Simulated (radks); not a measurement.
The numbers below are computed, except where a source is named.
The neon ion Ne2+, configuration 1s1 2s2 2p4 3p1 (not the ground configuration). Level of theory: scalar-relativistic Kohn-Sham, LDA (Slater exchange, Perdew-Wang correlation), spin-unpolarised, spherical densities, point nucleus (a radial shooting solver on a logarithmic mesh with Libxc functionals).

Unscreened Slater integrals over Kohn-Sham orbitals (cm^-1). Empty in this configuration: 3s.

\begin{tabular}{lr}
integral & value \\ \hline
F0(3p,3p) & 73466 \\
F2(3p,3p) & 37793 \\
F0(3p,2p) & 99129 \\
F2(3p,2p) & 17791 \\
G0(3p,2p) & 7455.7 \\
G2(3p,2p) & 7383.5 \\
F0(3p,2s) & 97814 \\
G1(3p,2s) & 5684.8 \\
F0(3p,1s) & 109100 \\
G1(3p,1s) & 5730.1 \\
F0(3p,3s) & 76495 \\
G1(3p,3s) & 51411 \\
F0(2p,2p) & 287680 \\
F2(2p,2p) & 132570 \\
F0(2p,2s) & 271110 \\
G1(2p,2s) & 159850 \\
F0(2p,1s) & 403510 \\
G1(2p,1s) & 58954 \\
F0(2p,3s) & 105840 \\
G1(2p,3s) & 8355.2 \\
F0(2s,2s) & 260200 \\
F0(2s,1s) & 367750 \\
G0(2s,1s) & 30226 \\
F0(2s,3s) & 104790 \\
G0(2s,3s) & 6682.5 \\
F0(1s,1s) & 1340700 \\
F0(1s,3s) & 116080 \\
G0(1s,3s) & 3407.9 \\
F0(3s,3s) & 79993 \\
\end{tabular}

Derived for the open shells (J is the average intra-shell exchange parameter used in DFT+U). 2p: J = F2/5 = 26510 cm^-1; in LS coupling 1D lies 6 F2/25 = 31820 cm^-1 above 3P. 3p: J = F2/5 = 7559 cm^-1.
